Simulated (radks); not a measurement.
Values are calculated unless marked as measured or tabulated.
Q: These are the eigenvalues of the occupied orbitals of an atom or ion with whole-number occupations (Ry). Level of theory: Dirac Kohn-Sham, BLYP, spin-unpolarised, spherical densities, finite nucleus; Fermi nuclear charge, rms radius of each element as measured or else 0.836 A^(1/3) + 0.57 fm (a radial shooting solver on a logarithmic mesh with Libxc functionals).

| orbital | eigenvalue |
|---|---|
| 1s1/2 | -4412.537 |
| 2s1/2 | -903.4541 |
| 2p1/2 | -871.4923 |
| 2p3/2 | -803.3403 |
| 3s1/2 | -332.4609 |
| 3p1/2 | -319.5968 |
| 3p3/2 | -303.2902 |
| 3d3/2 | -283.3784 |

Which element is it, and in what charge state? The configuration may be excited. Open shells, if any, fill j = l - 1/2 first.

A: Z = 68, erbium, charge +46: Er46+ in [Ar] 3d4. The list shows which subshells hold electrons but not how many an open one holds; the 1s level, -2206.3 hartree, gives Z - s = 66.4 by -(Z - s)^2/2, which with screening and relativity narrows Z to a few neighbours, and the depths of the outer levels then fix element, charge and occupations together.
